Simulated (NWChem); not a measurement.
# NbNH$_{2}$OCl$_{2}$; SMILES [NH2][Nb]([Cl])([Cl])=[O]

```xyz
7

Nb     0.2538     0.0811     0.0000
O      1.1463     1.5036     0.0000
Cl    -1.0269    -0.0839     1.9193
Cl    -1.0269    -0.0839    -1.9193
N      1.6151    -1.2961     0.0000
H      2.6199    -1.1349     0.0000
H      1.4125    -2.2954     0.0000
```
Atoms are numbered in this order, from 1.

Results from NWChem. Structure relaxed at the PBE0/def2-SVP level. No frequency run checked for a minimum. def2 effective core potentials on Nb; no spin-orbit coupling.

Task: Predict the results for LRC-wPBEh/def2-SVP. Quantities: highest occupied level (eV); orbital gap (eV); dipole (D).

Result: 
```json
{
  "highest occupied level (eV)": "-10.60",
  "orbital gap (eV)": "9.91",
  "dipole (D)": "3.73"
}
```
